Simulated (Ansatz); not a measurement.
Z-matrix (Å, degrees):
```
C
C 1 1.4026
H 2 1.0925 1 119.16
C 2 1.3959 3 120.13 1 -179.62
H 4 1.0928 2 119.90 3 0.20
C 4 1.3969 5 120.24 2 179.99
H 6 1.0927 4 120.26 5 -0.23
C 6 1.3963 7 120.06 4 179.64
H 8 1.0935 6 119.12 7 -0.49
C 8 1.4070 9 119.53 6 179.59
C 1 1.4961 2 119.51 3 -0.40
C 11 1.3477 1 120.48 2 -109.73
H 12 1.0920 11 121.42 1 1.38
H 12 1.0939 13 117.53 11 -179.85
C 11 1.4688 12 120.86 13 -179.65
C 15 1.3419 11 125.62 12 -175.81
H 16 1.0926 15 120.99 11 179.32
H 16 1.0928 17 117.35 15 179.70
H 15 1.0960 16 119.23 17 0.33
Si 10 1.8872 8 119.61 9 -0.79
H 20 1.4896 10 111.27 8 -132.45
H 20 1.4920 21 108.55 10 124.44
H 20 1.4936 21 109.19 22 117.33
```
Charge 0, multiplicity 1.

These are frozen-core CCSD(T)/cc-pVDZ // B3LYP-D3(BJ)/def2-SVP in Ansatz (a program for electronic structure) values and carry that method's errors. The restricted HF reference is unstable towards unrestricted orbitals.

HF energy: -674.58641 Ha
MP2 correlation energy: -1.42016 Ha

Estimate the CCSD correlation energy, the (T) correction, the total energy and the T1 diagnostic.


```json
{
  "CCSD correlation energy": "-1.50558 Ha",
  "(T) correction": "-0.06619 Ha",
  "CCSD(T) total energy": "-676.15819 Ha",
  "T1 diagnostic": "0.011"
}
```
